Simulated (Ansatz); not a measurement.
Reaction (substitution at a C–B bond): `BCBC` + `[NH2][SnH2][OH]` → `C[NH][SnH2][OH]` + `BCB`

Program: Ansatz. Geometries: PBE0-D4/def2-TZVP. ΔE: electronic, gas phase. CBS: MP2 limit from def2 TZ/QZ plus the TZ coupled-cluster correction, frozen cores. DFT in def2-TZVPP. B3LYP here is the variant with VWN-RPA as its local correlation; programs differ in this. Elements past krypton have def2 core potentials. For Sn outer-core shells are correlated without core-valence functions, which leaves a few kJ/mol of doubt a bond. One conformer a species, not always the lowest.

```tsv
level	ΔE (kJ/mol)
PBE-D4	90.5
B3LYP-D4	86.7
PBE	90.9
PBE0	91.8
HF/def2-TZVPP	81.9
SCS-MP2/def2-TZVPP	84.3
MP2/def2-QZVPP	90.3
CCSD/CBS(def2)	89.0
```

Task: What does CCSD(T)/CBS give? (Best estimate.)

Result: Computed: +89.1 kJ/mol. The listed levels differ from it by 1.4, -2.4, 1.8, 2.7, -7.2, -4.8, 1.2, -0.1 kJ/mol.

Largest T1 diagnostic among the species: 0.013.

In def2-TZVPP, CCSD(T) changes the Hartree–Fock value by +5.5 kJ/mol (the triples alone add +0.1 kJ/mol) and MP2 by +7.4 kJ/mol.
